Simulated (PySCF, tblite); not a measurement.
Isomers of C7H11ClSi, one GFN2-xTB conformer each. Single-point energies are computed at PBE0/pcSseg-1 (PySCF, gas phase, no added dispersion term), electronic only.

Task: Rank them by PBE0/pcSseg-1 energy, lowest first (kcal/mol).
A. `[CH2:1]=[CH:2][SiH2:3][C@@:4]([CH3:5])([Cl:6])[C:7]#[C:8][CH3:9]` with C1–C2–Si3–C4 128°, C2–Si3–C4–C5 -179°
B. `[Cl:1][C@@H:2]1[SiH2:3][CH:4]=[C:5]1[CH:6]1[CH2:7][CH2:8][CH2:9]1` with C4–C5–C6–C7 116°, Cl1–C2–Si3–C4 -115°, C2–Si3–C4–C5 1°, C5–C6–C7–C8 -135°, C6–C7–C8–C9 12°
C. `[CH2:1]=[CH:2][C@:3]([CH3:4])([Cl:5])[C:6]1=[CH:7][SiH2:8][CH2:9]1` with C1–C2–C3–C4 -6°, C2–C3–C6–C7 -8°

Result: C (0.0), B (0.7), A (15.6).

As drawn, the lowest has a four-membered ring, which the highest lacks; the highest has a C≡C bond, which the lowest lacks. Neighbours under 2.5 kcal/mol apart (C=C[C@](C)(Cl)C1=C[SiH2]C1 and Cl[C@@H]1[SiH2]C=C1C1CCC1) can change places with a better method, another conformer or zero-point energy. GFN2-xTB itself gives, in the same order: 11.4, 0.0, 23.1. GFN2-xTB puts Cl[C@@H]1[SiH2]C=C1C1CCC1 lowest instead; measured from each level's own lowest isomer, the values differ by up to 11.4 kcal/mol (C=C[C@](C)(Cl)C1=C[SiH2]C1: 11.4 against 0.0).

Task: Which frontier levels, dipoles and rotational constants go with these structures?

Result: 
| SMILES | HOMO (eV, PBE0/pcSseg-1) | LUMO (eV) | dipole (D) | A, B, C (MHz) |
| --- | --- | --- | --- | --- |
| C=C[C@](C)(Cl)C1=C[SiH2]C1 | -7.60 | -0.75 | 1.94 | 1826, 788.4, 668.7 |
| Cl[C@@H]1[SiH2]C=C1C1CCC1 | -7.45 | -0.37 | 2.18 | 1873, 768.1, 607.3 |
| C=C[SiH2][C@@](C)(Cl)C#CC | -7.21 | -0.36 | 2.07 | 1230, 821.0, 662.4 |

Task: What happens when harmonic zero-point energies from GFN2-xTB frequencies are added?

Result: 
```tsv
SMILES	ZPE (kcal/mol)	electronic (kcal/mol)	with ZPE (kcal/mol)
C=C[C@](C)(Cl)C1=C[SiH2]C1	95.3	0.0	0.0
Cl[C@@H]1[SiH2]C=C1C1CCC1	97.5	0.7	2.9
C=C[SiH2][C@@](C)(Cl)C#CC	93.5	15.6	13.7
```

The zero-point energies span 4.0 kcal/mol. The order is unchanged.
